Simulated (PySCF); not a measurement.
C2H6F2Si2, SMILES F/C=C(/[SiH3])[SiH2]F.

Coordinates come from a TPSSh-D3(BJ)/def2-SVP optimisation. The structure was generated by enumeration; whether it is a known compound was not checked. One conformer was computed; it need not be the lowest.

The numbers are results of TDA-B3LYP/def2-SVPD run with PySCF, not measurements.

Vertical excitations. Gas-phase values at a fixed geometry. State labels are in the subgroup Cs.

**Question.** List the lowest excited states. (The exact figures need the calculation; the answer reports its results.)

**Answer.** 
```csv
state,symmetry,energy (eV),λ (nm),f,main pairs
S1,A",6.41,194,0.000,HOMO−1→LUMO 97 %
S2,A",6.60,188,0.006,HOMO→LUMO+1 97 %
S3,A',6.80,182,0.257,HOMO→LUMO 84 %
S4,A",7.06,176,0.000,HOMO→LUMO+2 97 %
S5,A",7.43,167,0.001,"HOMO−3→LUMO 79 %, HOMO→LUMO+3 14 %"
S6,A',7.50,165,0.050,HOMO−2→LUMO 95 %
S7,A",7.50,165,0.001,"HOMO→LUMO+3 78 %, HOMO−3→LUMO 15 %"
S8,A",7.73,160,0.006,"HOMO→LUMO+4 57 %, HOMO−5→LUMO 34 %"
S9,A',7.73,160,0.073,HOMO−1→LUMO+1 85 %
S10,A",7.84,158,0.003,"HOMO−5→LUMO 56 %, HOMO→LUMO+4 33 %"
T1,A',4.08,304,0,HOMO→LUMO 95 %
T2,A",5.99,207,0,HOMO−1→LUMO 96 %
T3,A",6.49,191,0,HOMO→LUMO+1 95 %
T4,A",6.93,179,0,HOMO→LUMO+2 94 %
```
Triplets are in the Tamm–Dancoff approximation.
